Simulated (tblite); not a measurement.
C4H6BrNSi.
Atom-mapped SMILES: `[CH3:1]/[N:2]=[CH:3]\[C:4]#[C:5][SiH2:6][Br:7]` (hydrogens: H8, H9, H10 on C1; H11 on C3; H12, H13 on Si6)

Computed with GFN2-xTB (tblite), gas phase: L-BFGS steps from a force-field or distance-geometry start until the largest atomic force falls under 0.01 eV/Å.

Step 39: E = -552.8007 eV
```
atom  x, y, z in Å  |  force x, y, z in eV/Å
C1     -2.3124   -0.1431   -0.7321    0.016  -0.023  -0.029
N2     -2.3345    0.2289    0.6484   -0.019   0.035  -0.025
C3     -1.2761    0.3808    1.3195    0.023  -0.027  -0.007
C4      0.0598    0.1947    0.8735    0.011   0.007   0.035
C5      1.1886   -0.0273    0.4947   -0.007   0.029  -0.019
Si6     2.8738   -0.3059   -0.1927   -0.030  -0.036  -0.001
Br7     3.5654    1.6626   -0.9753    0.006   0.043  -0.015
H8     -1.3954    0.1376   -1.2654    0.012  -0.029   0.072
H9     -2.4306   -1.2292   -0.7958   -0.028   0.054  -0.014
H10    -3.1741    0.3182   -1.2186    0.032  -0.022   0.059
H11    -1.3854    0.6638    2.3642   -0.009  -0.013  -0.046
H12     3.8520   -0.6976    0.8106   -0.059   0.003   0.006
H13     2.7646   -1.1831   -1.3486    0.051  -0.020  -0.016
```

Step 40: E = -552.8013 eV
```
atom  x, y, z in Å  |  force x, y, z in eV/Å
C1     -2.3130   -0.1437   -0.7326    0.011  -0.019  -0.026
N2     -2.3341    0.2294    0.6473   -0.019   0.023  -0.019
C3     -1.2756    0.3796    1.3185    0.009  -0.019  -0.002
C4      0.0605    0.1933    0.8751    0.019   0.004   0.019
C5      1.1902   -0.0257    0.4973   -0.008   0.024  -0.021
Si6     2.8740   -0.3051   -0.1922   -0.012  -0.032  -0.010
Br7     3.5650    1.6642   -0.9763    0.002   0.030  -0.009
H8     -1.3935    0.1323   -1.2640    0.006  -0.032   0.061
H9     -2.4381   -1.2290   -0.7966   -0.022   0.055  -0.010
H10    -3.1728    0.3220   -1.2180    0.037  -0.019   0.046
H11    -1.3855    0.6637    2.3621   -0.011  -0.008  -0.023
H12     3.8535   -0.6977    0.8098   -0.062   0.007   0.002
H13     2.7650   -1.1827   -1.3482    0.049  -0.014  -0.010
```

Step 41: E = -552.8029 eV
```
atom  x, y, z in Å  |  force x, y, z in eV/Å
C1     -2.3163   -0.1478   -0.7341   -0.009  -0.024  -0.036
N2     -2.3319    0.2273    0.6437   -0.035  -0.011   0.000
C3     -1.2727    0.3746    1.3136   -0.031   0.001   0.020
C4      0.0636    0.1910    0.8758    0.038  -0.010  -0.003
C5      1.1976   -0.0234    0.5094   -0.005   0.023  -0.037
Si6     2.8766   -0.2989   -0.1893    0.050  -0.027  -0.030
Br7     3.5623    1.6734   -0.9789   -0.013  -0.006   0.004
H8     -1.3800    0.0886   -1.2567   -0.033  -0.045   0.040
H9     -2.4938   -1.2270   -0.7972    0.006   0.093  -0.007
H10    -3.1552    0.3550   -1.2201    0.067  -0.024   0.012
H11    -1.3855    0.6588    2.3552   -0.007   0.012   0.040
H12     3.8654   -0.6914    0.8048   -0.073   0.015  -0.003
H13     2.7654   -1.1797   -1.3439    0.045   0.002   0.000
```

Q: Estimate the geometry and energy of step 42. (The exact step hangs on the optimiser's Hessian estimate; all steps are aligned on step 41, rigid shifts and turns removed.)

A: E = -552.8038 eV, largest force 0.074 eV/Å
```
atom  x, y, z in Å  |  force x, y, z in eV/Å
C1     -2.3162   -0.1493   -0.7342   -0.008   0.008   0.011
N2     -2.3318    0.2269    0.6428   -0.021  -0.024   0.022
C3     -1.2720    0.3732    1.3120   -0.045   0.011   0.027
C4      0.0646    0.1913    0.8758    0.012  -0.015  -0.005
C5      1.1988   -0.0228    0.5108    0.015   0.019  -0.050
Si6     2.8765   -0.2977   -0.1900    0.059  -0.003  -0.044
Br7     3.5619    1.6768   -0.9795   -0.021  -0.027   0.010
H8     -1.3771    0.0758   -1.2524    0.016  -0.032   0.002
H9     -2.5081   -1.2232   -0.7976    0.001   0.006  -0.006
H10    -3.1474    0.3622   -1.2189    0.010   0.021  -0.042
H11    -1.3863    0.6569    2.3528   -0.003   0.022   0.069
H12     3.8643   -0.6893    0.8037   -0.055   0.011   0.013
H13     2.7684   -1.1802   -1.3432    0.039   0.003  -0.007
```

The energy changes by -0.0009 eV. The first-order estimate −F·Δx gives -0.0014 eV and the mean of the old and new forces, exact on a quadratic surface, -0.0009 eV. The step makes an angle of 74° with the force vector and moves no atom by more than 0.015 Å.

What follows is the cost of the whole relaxation. On one thread, Arm Neoverse N1 (aarch64), no GPU, on a shared host, this took 0.95 s wall.
